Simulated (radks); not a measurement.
Radial electron density D(r) = 4 pi r^2 rho(r) of an atom or ion with 46 electrons. Method: scalar-relativistic Kohn-Sham, r2SCAN, spin-polarised, spherical densities, finite nucleus; meta-GGA in the generalised Kohn-Sham scheme; Fermi nuclear charge, rms radius of each element as measured or else 0.836 A^(1/3) + 0.57 fm; computed with a radial shooting solver on a logarithmic mesh with Libxc functionals.

| r (bohr) | D(r) (e/bohr) |
|---|---|
| 0.002096 | 4.515 |
| 0.00273 | 6.985 |
| 0.003555 | 10.61 |
| 0.004666 | 15.93 |
| 0.006075 | 22.92 |
| 0.007975 | 31.97 |
| 0.01038 | 41.92 |
| 0.01363 | 51.74 |
| 0.01775 | 58.44 |
| 0.02311 | 60.10 |
| 0.03033 | 56.50 |
| 0.0395 | 52.07 |
| 0.05184 | 53.86 |
| 0.06751 | 64.45 |
| 0.08861 | 75.33 |
| 0.1154 | 72.20 |
| 0.1502 | 57.40 |
| 0.1972 | 51.02 |
| 0.2568 | 59.25 |
| 0.3371 | 57.05 |
| 0.4389 | 35.12 |
| 0.5761 | 17.90 |
| 0.7501 | 17.80 |
| 0.9768 | 18.35 |
| 1.282 | 12.16 |
| 1.669 | 5.732 |
| 2.191 | 2.053 |
| 2.853 | 0.5911 |
| 3.745 | 0.1111 |
| 4.877 | 0.01264 |

What is the nuclear charge?

Answer. Z = 47. The innermost maximum, from 1s, lies near gamma/Z bohr with gamma = sqrt(1 - (Z/c)^2) = 0.939, here 0.02 bohr (found: 0.0219), and its height grows with Z. The density is that of the silver ion Ag+ in [Kr] 4d10; the configuration itself is not fixed sharply by these data, and Z only to a few units. D(r) has 4 maxima, at r = 0.0219, 0.0968, 0.290, 0.880 bohr, and minima at 0.0431, 0.188, 0.644 bohr, inside which lie 2.01, 11.14, 28.96 electrons.
